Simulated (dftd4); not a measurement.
ketene (C$_{2}$H$_{2}$O), singlet, at a GFN2-xTB geometry; D4 for tpssh in dftd4 4.2.0.

dftd4 was given this input:
```
$ dftd4 mol.xyz --func tpssh --charge 0 --json dftd4.json --noedisp --property

# file mol.xyz
5

C     -0.01148162     0.02136311    -1.19190098
C      0.00092956    -0.00172957     0.09649676
H      0.00249612     0.94826436    -1.73006124
H     -0.03614064    -0.88566416    -1.76255958
O      0.01211961    -0.02255018     1.25813077
```

What the program printed (banner, timings and long lists left out):

```
                    ____  _____ _____     ____  _  _
      -------------|  _ \|  ___|_   _|---|  _ \| || |------------
     |             | | | | |_    | | ___ | | | | || |_           |
     |             | |_| |  _|   | ||___|| |_| |__   _|          |
     |             |____/|_|     |_|     |____/   |_|            |
     |             ===================================           |
     |            E. Caldeweyher, S. Ehlert & S. Grimme          |
     |          Mulliken Center for Theoretical Chemistry        |
     |                    University of Bonn                     |
      -----------------------------------------------------------

Rational (Becke-Johnson) damping: tpssh-D4-ATM
---------------------
  s6         1.0000
  s8         1.8590
  s9         1.0000
  a1         0.4429
  a2         4.6023
 alp        16.0000
--------------------

Atomic data, radii in Ångström:
------------------------------------------------------
   Z          R(cov)      r4/r2   hardness         EN
------------------------------------------------------
   6 C        1.0000     1.6431     0.4220     2.5500
   1 H        0.4267     1.0622     0.4726     2.2000
   8 O        0.8400     1.3725     0.5869     3.4400
------------------------------------------------------

Atomic reference systems (in atomic units):
----------------------------------------------------------------------------
   Z        #      CN     q+Z       C6(AA)   #      CN     q+Z       C6(AA)
----------------------------------------------------------------------------
   6 C      1  0.0000  6.0000      49.3833   2  0.9189  5.8288      52.1688
            3  1.9079  5.8579      35.6972   4  2.8312  5.7775      35.8445
            5  3.7487  5.7435      28.6317   6  2.9183  5.8956      32.2504
            7  0.8556  6.2103      25.6194
   1 H      1  0.0000  1.0000       7.6362   2  0.8942  1.0000       3.0374
   8 O      1  0.0000  8.0000      15.5711   2  0.8042  7.6453      20.8489
            3  1.6112  7.4012      24.8631   4  0.9798  8.0000      14.9880
----------------------------------------------------------------------------

Atomic properties (in atomic units):
----------------------------------------------------------------------------
     #    Z              CN          q      C6(AA)        C8(AA)   alpha(0)
----------------------------------------------------------------------------
     1    6 C        2.8337    -0.1328     33.0982      957.2584     9.3977
     2    6 C        1.8364     0.1447     28.1105      813.0055     8.5555
     3    1 H        0.9264     0.1464      1.4158       17.1151     1.8607
     4    1 H        0.9264     0.1464      1.4158       17.1151     1.8607
     5    8 O        0.8558    -0.3048     19.8021      399.6179     5.9710
----------------------------------------------------------------------------

Molecular properties (in atomic units):
----------------------------------------
 molecular C6                 317.8480
 molecular C8                7649.1831
----------------------------------------

Dispersion energy:      -2.3245609011542E-03 Eh

[Info] JSON dump of results written to 'dftd4.json'
```
